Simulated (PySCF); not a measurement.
Below is a simulated gas-phase C 1s photoelectron spectrum of `C#[C][GeH2][CH2]N`.

Every computed line was given a Gaussian of 0.6 eV full width at half maximum and an area set by the number of equivalent atoms; the highest printed point is 100. Level of theory: delta-SCF UKS SCAN, pcX-2 on the ionised atom, pcseg-1 elsewhere, spin-free X2C (PySCF 2.14.0).

(binding energy (eV), intensity): (289.3, 0), (289.4, 1), (289.5, 3), (289.6, 7), (289.7, 16), (289.8, 31), (289.9, 52), (290.0, 75), (290.1, 93), (290.2, 100), (290.3, 92), (290.4, 74), (290.5, 53), (290.6, 37), (290.7, 31), (290.8, 33), (290.9, 41), (291.0, 49), (291.1, 51), (291.2, 45), (291.3, 35), (291.4, 23), (291.5, 13), (291.6, 6), (291.7, 3), (291.8, 1), (291.9, 0)

Task: Count the maxima, the lines and the sites behind this envelope.

Result: The curve has 2 maxima (at 290.2 and 291.1 eV). Under it lie 3 lines from 3 inequivalent carbon sites. At this width some lines have no maximum of their own.

Task: Decompose the envelope and assign each component. Numbering: `[CH:1]#[C:2][GeH2:3][CH2:4][NH2:5]`.

Result: 
```json
{"position (eV)": "290.16", "relative area": "1", "line": "C 1s", "atoms": "C2", "environment": "alkyne carbon"}
{"position (eV)": "290.23", "relative area": "1", "line": "C 1s", "atoms": "C1", "environment": "terminal alkyne carbon"}
{"position (eV)": "291.08", "relative area": "1", "line": "C 1s", "atoms": "C4", "environment": "sp3 carbon bound to nitrogen"}
```

Task: What are the centre and the root-mean-square width of the whole band?

Result: The area-weighted mean of the lines is 290.49 eV. Their own spread about it is 0.42 eV (rms) and each Gaussian has σ = 0.6/2.355 = 0.25 eV; the variances add, which gives 0.49 eV.

Lowest listed C 1s: C2, bonded to C (triple bond) and Ge. Highest, 0.92 eV above it: C4, bonded to N, 2 H and Ge. The widest gap between neighbouring values is 0.85 eV, between 290.23 and 291.08 eV.

The curve has no shake-up lines and no vibrational structure. Spin contamination (⟨S²⟩ against 0.75 for a pure doublet) is marked for C 1s of C2 (0.87), which makes this value less certain. Isolated species at its PBE0-D3(BJ)/def2-SVP geometry (one conformer only).

Hardware: Arm Neoverse V2, one thread (shared host).

The values belong to the conformer `[CH:1]#[C:2][GeH2:3][CH2:4][NH2:5]`: C2–Ge3–C4–N5 -57°, H–N5–C4–Ge3 -179°, H–N5–C4–Ge3 63°.
